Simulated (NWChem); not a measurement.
# SiNH4OCl; SMILES N[SiH](Cl)O

```xyz
8

Si    -0.0771    -0.5332    -0.4050
N      1.2501    -1.3414     0.2814
O     -1.4318    -1.0303     0.4008
Cl    -0.0555     1.5508    -0.2187
H     -0.0776    -0.8004    -1.8628
H      2.1148    -1.4568    -0.2324
H      1.3858    -1.3853     1.2846
H     -2.1190    -0.3650     0.5037
```
Atoms are numbered in this order, from 1.

Results from NWChem. The geometry was optimised at PBE0/def2-SVP. GIAO values for the isolated, static molecule; σ is the absolute isotropic shielding, δ = σ(reference) − σ with the isolated reference molecule computed at the same levels (1H: tetramethylsilane, 15N: ammonia, 17O: water, 29Si: tetramethylsilane).

For level KT2/pcSseg-1:

```
Quantity     Result
-----------  ------
δ Si1 (ppm)   -23.1
δ N2 (ppm)     41.4
δ O3 (ppm)     74.3
```

### Question
How do the values read with level PBE/pcSseg-1 instead?

### Answer
The δ Si1 (ppm) comes out as -24.7 and the δ N2 (ppm) comes out as 43.7. The δ O3 (ppm) is 77.3.
